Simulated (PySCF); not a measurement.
## As: electron affinity

As⁻ [Ar] 3d10 4s2 4p4 (3P) → As [Ar] 3d10 4s2 4p3 (4S), as a difference of total energies. Computed with PySCF 2.14 in aug-cc-pVDZ-PP with ECP10MDF, with scalar relativity through the core potential. Correlated levels: valence: 3s2 3p6 3d10 frozen. The calculations carry no spin-orbit coupling.

```csv
method,electron affinity (eV)
UHF,-0.339
LDA,1.011
PBE,0.796
PBE0,0.708
r2SCAN,0.752
LC-wPBE,0.655
wB97M-V,0.720
wB97X,0.888
MN15,0.687
MP2 (valence),0.257
SCS-MP2 (valence),0.281
```

The reference lies between the lowest fine-structure levels, while these numbers refer to the centres of the terms.

Errors of the correlated levels include the incompleteness of this basis and the frozen core.

A negative affinity means that the anion lies above the atom at that level of theory.

In the anion the highest occupied orbital energy is positive at LDA, PBE, PBE0, r2SCAN, MN15, a self-interaction effect; the basis confines that electron, and the energy difference can still be sensible.

For comparison: 0.804 eV (measured; photodetachment measurements, as compiled on the Wikipedia data page of electron affinities).
